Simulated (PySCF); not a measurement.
HfS₂⁻, doublet: molecular constants

Method: UB3LYP in PySCF with Hf def2-SVPD with ECP60, S def2-SVPD; scalar-relativistic core potentials, no spin–orbit coupling; density-fitted integrals.

The structure is a minimum.

```xyz
3
charge -1 multiplicity 2, angstrom
Hf    0.0000    0.0000   -0.5969
S     1.0716    0.0000    1.6799
S    -1.0716    0.0000    1.6799
```

- Point group: C2v
- Bond lengths: Hf–S 2.516 Å (×2), S–S 2.143 Å
- Bond angles: Hf–S–S 64.8° (×2), S–Hf–S 50.4°
- Enthalpy at 298.15 K above 0 K: 13.41 kJ/mol
- Rotational symmetry number: 2
- Rotational constants: 0.2296, 0.06893, 0.05301 cm⁻¹
- Principal polarisabilities: 165.5, 178.6, 215.2 bohr³
- Dipole moment about the centre of mass: 2.73 D
- Heat capacity Cp at 298.15 K: 53.8 J/(mol K)
- Highest occupied level (α): 0.37 eV
- Spin squared ⟨S²⟩: 0.849
- Lowest empty level (α): 2.11 eV
- Entropy at 298.15 K and 1 bar (electronic part: spin only): 311.2 J/(mol K)
- Principal quadrupole moments (Buckingham, traceless) about the centre of mass: -13.58, 6.45, 7.13 D Å
- Zero-point energy: 5.4 kJ/mol

Harmonic modes (masses in u: Hf 179.947, S 31.972):
```tsv
symmetry	ω (cm⁻¹)	IR (km/mol)	μ (u)
b2	151	0.0	33.65
a1	281	40.5	40.56
a1	475	18.2	32.10
```

In C2v the vibrations span b2 + 2a1. Here b1 is antisymmetric to the molecular plane and b2 lies in it.

Charges (e); Mulliken and Löwdin values are unreliable with diffuse functions:
| atom | Mulliken | Löwdin | polar tensor | spin (Mulliken) | Mayer order to Hf1 |
| --- | --- | --- | --- | --- | --- |
| Hf1 | 0.02 | -0.12 | -0.08 | 1.10 | – |
| S2,3 | -0.51 | -0.44 | -0.46 | -0.05 | 0.71 |
Other Mayer orders above 0.3: S–S 1.06.

Mulliken populations on Hf1 (electrons outside its core potential): s 3.71, p 6.29, d 1.94, f 0.04.

The highest occupied level lies above zero, a sign of self-interaction error or too small a basis; response properties are unreliable. Only a few start shapes were tried, so a lower isomer may exist. With open d or f shells other occupations or spin states may lie lower. The lowest empty level of this anion is unbound, so it and the gap depend on the basis. At this level a doublet minimum of C2v symmetry lies 291 kJ/mol below this structure. No spin–orbit coupling is included, which matters more the heavier the element.

The final relaxation and frequency run took about 120 core-seconds on a shared host.
